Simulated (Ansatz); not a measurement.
Mulliken charges of `[F][GeH]([F])[GeH3]` from PBE/def2-TZVPP in Ansatz (PBE0-D4/def2-TZVP geometry).

```tsv
atom	x (Å)	y (Å)	z (Å)	charge (e)
F1	1.032	-1.038	1.835	-0.331
Ge2	1.103	-0.252	0.290	0.683
F3	1.643	-1.497	-0.789	-0.331
Ge4	-1.147	0.391	-0.347	-0.045
H5	2.250	0.768	0.380	-0.029
H6	-1.662	1.426	0.661	0.016
H7	-1.099	1.005	-1.751	0.016
H8	-2.028	-0.860	-0.335	0.023
```

By hand: the dipole of these point charges (1 e Å = 4.8032 D).

Σ q r = (-0.237, 0.646, -0.169) e Å, of length 0.709 e Å = 3.41 D.

How does the dipole of the full density compare? (An estimate is asked.)

Ansatz gave: (-0.284, 0.501, -0.154) e Å, 2.86 D; the point charges give 1.19 times that, at 9° from its direction.

Point charges leave out the atoms' own dipoles, such as those of lone pairs, and Mulliken's split depends on the basis, so the two needn't agree.
